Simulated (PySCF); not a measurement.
C₂H₇N₂, SMILES N[CH]CN, multiplicity 2. Atoms are numbered in the order given.

```xyz
11

N      1.5285    -0.2686     0.2099
C      0.6375     0.7201    -0.1981
C     -0.7294     0.2528    -0.5790
N     -1.2759    -0.6079     0.4784
H      1.0536    -1.0110     0.7234
H      2.3662     0.0558     0.6840
H      1.0660     1.5965    -0.6942
H     -1.3558     1.1342    -0.8286
H     -0.6967    -0.3698    -1.5019
H     -1.5176    -0.0425     1.2937
H     -2.1322    -1.0657     0.1677
```
Charge 0, spin multiplicity 2.

Coordinates come from a B3LYP-D3(BJ)/def2-SVP optimisation. The isomer is the one that the SMILES or the coordinates give; other isomers of the formula were not compared. The values are those of a single conformer.

Calculation: B3LYP/pcH-1 run with PySCF.

Unrestricted Kohn–Sham, ⟨S²⟩ = 0.753. Hyperfine tensors hold the contact and dipolar terms, without spin-orbit corrections.

Q: Estimate the hyperfine couplings. (The exact figures need the calculation; the answer reports its results.)

A: 
```csv
nucleus,A(iso) (MHz),A(iso) (G),dipolar principal values (MHz)
14N no. 1,12.8,4.6,"-12.4, -12.0, 24.5"
13C no. 2,117.3,41.9,"-68.0, -67.3, 135.3"
13C no. 3,-23.0,-8.2,"-2.8, -1.1, 3.9"
14N no. 4,13.1,4.7,"-0.8, -0.6, 1.4"
1H no. 5,4.2,1.5,"-13.2, -6.3, 19.5"
1H no. 6,15.1,5.4,"-13.8, -6.5, 20.2"
1H no. 7,-31.6,-11.3,"-30.6, -1.6, 32.2"
1H no. 8,13.6,4.8,"-5.9, -3.7, 9.6"
1H no. 9,103.2,36.8,"-4.3, -3.1, 7.3"
1H no. 10,-1.0,-0.4,"-4.3, -2.3, 6.6"
1H no. 11,-0.4,-0.2,"-2.4, -1.7, 4.0"
```

Q: And the g tensor (effective nuclear charges for spin-orbit coupling, GIAO)? (An estimate is asked for; the answer gives what the named calculation found.)

A: principal values 2.0022, 2.0028, 2.0034; isotropic 2.0028.
